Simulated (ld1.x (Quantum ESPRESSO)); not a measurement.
Transferability test, ultrasoft potential for Fe

| Quantity | Value |
| --- | --- |
| Element | iron |
| Generator | ld1.x (Quantum ESPRESSO) 7.5 |
| Type | ultrasoft |
| Functional | LDA (PZ) |
| Relativity | fully relativistic |
| Frozen core | [Ne] 3s2 |
| Valence charge | 14 |
| Reference configuration | 3p6 3d6 4s1.5 4p0.5 |
| Partial waves | 4s (bound): rcut 1.90, rcutus 2.60 bohr; 4s channel at 1.4 Ry: rcut 1.90, rcutus 2.60 bohr; 3p (bound): rcut 1.20, rcutus 1.30 bohr; 4p (bound): rcut 1.20, rcutus 1.30 bohr; 3d (bound): rcut 1.20, rcutus 1.50 bohr; 3d channel at 0.1 Ry: rcut 1.20, rcutus 1.50 bohr |
| Local potential | all-electron potential smoothed inside 2.10 bohr (lloc = -2) |
| Core correction | Bessel-smoothed model core inside 0.95 bohr |
| Augmentation charge | built from norm-conserving waves at rcut, not smoothed further |

Open shells are filled in proportion to 2j + 1 (rel_dist='average').

Energies are relative to the spin-unpolarised reference configuration 3p6 3d6 4s1.5 4p0.5; without spin polarisation the order of configurations can differ from experiment.

| valence configuration | charge | ΔE all-electron (eV) | error AE − PS (meV) |
| --- | --- | --- | --- |
| 3p6 3d6 4s2 4p0 | 0 | -2.055 | +267 |
| 3p6 3d6 4s1 4p0 | +1 | 6.926 | +268 |
| 3p6 3d6 4s0 4p0 | +2 | 23.418 | +246 |
| 3p5 3d6 4s2 4p0 | +1 | 65.541 | +40 |
| 3p6 3d6.5 4s1.5 4p0 | 0 | -2.804 | +261 |
| 3p6 3d7 4s0 4p0 | +1 | 4.804 | +155 |

(1) What are ΔE and the potential's error for 3p6 3d4 4s0 4p0?

Levels in the configuration 3p6 3d6 4s0 4p0:

```json
{"level": "3p j=1/2", "all-electron (eV)": "-79.501", "pseudo (eV)": "-79.346"}
{"level": "3p j=3/2", "all-electron (eV)": "-77.952", "pseudo (eV)": "-77.800"}
{"level": "3d j=3/2", "all-electron (eV)": "-26.127", "pseudo (eV)": "-26.036"}
{"level": "3d j=5/2", "all-electron (eV)": "-25.968", "pseudo (eV)": "-25.878"}
```

A Bessel basis up to 400 Ry misses an occupied level by 0.80 Ry, so cutoffs and ghosts were not judged. The potential misses its own reference levels by up to 0.4 eV.

## Answers

(1) ΔE = 111.323 eV all-electron; the error (AE − PS) is -91 meV.

These tests converged, but a pseudo level misses the all-electron one widely, so the file describes the atom poorly there or has found another state: 3p6 3d4 4s0 4p0: empty 4p by 4.6 eV (a node warning on the way).
